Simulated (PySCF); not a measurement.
CH3Te, SMILES C[Te] (connectivity only; charge and spin as stated), charge +1, multiplicity 1. Atoms are numbered in the order given.

```xyz
5

C     -1.7634     0.0241     0.0000
Te     0.3246     0.0014     0.0000
H     -2.1760     0.4280    -0.9211
H     -2.1760     0.4280     0.9211
H     -1.9483    -1.0747     0.0000
```
Charge +1, spin multiplicity 1.

Geometry: B3LYP-D3(BJ)/def2-TZVP. The multiplicity is an assumed one; other spin states were not compared. The isomer is the one that the SMILES or the coordinates give; other isomers of the formula were not compared. The def2 effective core potentials stand for the cores of Te; spin–orbit coupling is left out.

The numbers are results of PBE0/def2-TZVPD (PySCF), not measurements.

Mulliken values depend strongly on the basis, most of all with diffuse functions as here. ESP charges are fitted to the potential on shells at 1.4 to 2.0 van der Waals radii. Atomic charges (e):

| atom | Mulliken | ESP fit |
|---|---|---|
| C1 | -0.70 | -0.33 |
| Te2 | 0.83 | 0.75 |
| H3 | 0.31 | 0.18 |
| H4 | 0.31 | 0.18 |
| H5 | 0.26 | 0.22 |
